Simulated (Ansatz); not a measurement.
Al6Cu⁻. Charge -1, multiplicity 1. Geometry PBE-D4/def2-SVPD; atoms count from 1.

Cartesian coordinates in Å:
```
Cu 0.702 -2.209 -0.344
Al -0.531 1.548 -1.338
Al 0.306 -0.831 1.592
Al -1.271 -0.944 -0.902
Al 0.916 1.651 0.951
Al 1.540 -0.039 -0.972
Al -1.662 0.824 1.014
```

The restricted singlet is unstable towards broken spin symmetry in Hartree–Fock (as tested in another run); at PBE0-D4/def2-TZVPD this wasn't settled. No other spin state of charge -1 was run. The structure comes from a short search, and lower isomers may exist.

Estimate the Mulliken populations from the PBE0/def2-TZVPD orbitals of Ansatz.


```csv
atom,charge (e),d electrons
Cu1,0.03,9.81
Al2,-0.18,–
Al3,-0.16,–
Al4,-0.16,–
Al5,-0.18,–
Al6,-0.16,–
Al7,-0.18,–
```
Mulliken values and Mayer orders depend strongly on the basis. With diffuse functions, as here, like atoms can get unlike values, and bond orders can come out too low or too high.

And the Mayer bond orders between bonded heavy atoms (over 0.3)?

Cu1–Al3 0.52 (2.41 Å); Cu1–Al4 0.52 (2.41 Å); Cu1–Al6 0.52 (2.41 Å); Al2–Al4 0.57 (2.64 Å); Al2–Al5 0.46 (2.71 Å); Al2–Al6 0.57 (2.64 Å); Al2–Al7 0.46 (2.71 Å); Al3–Al5 0.57 (2.64 Å); Al3–Al7 0.57 (2.64 Å); Al4–Al7 0.57 (2.64 Å); Al5–Al6 0.57 (2.64 Å); Al5–Al7 0.46 (2.71 Å). Values over 0.3 also appear between atoms too far apart for a bond (Al2–Al3 0.51 at 3.87 Å; Al4–Al5 0.51 at 3.87 Å; Al6–Al7 0.51 at 3.87 Å); they arise where an orbital or an unpaired electron spreads over both atoms.
